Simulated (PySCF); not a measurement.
Here is a computed PBE0-D3(BJ)/def2-SVP geometry (Å):
```
C 
B   1  1.5789
C   2  1.5752  1  121.60
C   2  1.5627  1  120.01  3  -179.75
C   4  1.4429  2  124.35  1   179.53
C   5  1.3566  4  121.94  2  -179.89
C   6  1.4484  5  121.34  4     0.03
O   7  1.1951  6  128.53  5   180.00
O   7  1.4077  6  114.08  5    -0.08
C   9  1.3225  7  123.23  6     0.10
H   1  1.1040  2  111.25  3  -122.58
H   1  1.1043  2  110.88  3   120.15
H   1  1.0990  2  113.35  3    -1.03
H   3  1.1050  2  110.38  1  -121.13
H   3  1.1048  2  110.60  1   122.84
H   3  1.0988  2  114.17  1     0.72
H   5  1.0936  4  118.96  2     0.07
H   6  1.0906  5  122.82  4   179.99
H  10  1.0936  4  123.74  2    -0.07
```
Z-matrix in Å and degrees, rows numbered from 1.

Charge 0, singlet.

(1) Which heavy atoms are bonded, and with what formal order?

(2) Which species is it?

(3) Name the point group.

(4) Which rings does it hold (smallest set)?

(5) Classify the heavy atoms.

(6) What is the arrangement about C10?

(7) What is the arrangement about C6?

## Answers

(1) C1–B2 (single); B2–C3 (single); B2–C4 (single); C4–C5 (aromatic); C5–C6 (aromatic); C6–C7 (aromatic); C7–O8 (double); C7–O9 (aromatic); O9–C10 (aromatic); C4–C10 (aromatic). Hydrogens: H11, H12, H13 on C1; H14, H15, H16 on C3; H17 on C5; H18 on C6; H19 on C10. The aromatic marks follow RDKit's electron count.

(2) `CB(C)c1ccc(=O)oc1`, C7H9BO2.

(3) Cs (every atom within 0.08 Å of its image).

(4) C4–C5–C6–C7–O9–C10 (6 members, 0.00 Å rms from planarity).

(5) C1/C3: sp3 carbon bound to boron; B2: three-coordinate boron; C4: unsaturated ring carbon; C5: unsaturated ring CH carbon; C6: unsaturated ring CH carbon; C7: ring carbonyl carbon; O8: carbonyl oxygen; O9: ring oxygen; C10: unsaturated ring CH carbon.

(6) It has 3 neighbours (O9, C4, H19) and is planar (angles 124.8°, 123.7° and 111.5°, sum 360.0°, 0.00 Å off the plane of its three neighbours).

(7) It has 3 neighbours (C5, C7, H18) and is planar (angles 122.8°, 121.3° and 115.8°, sum 360.0°, 0.00 Å off the plane of its three neighbours).
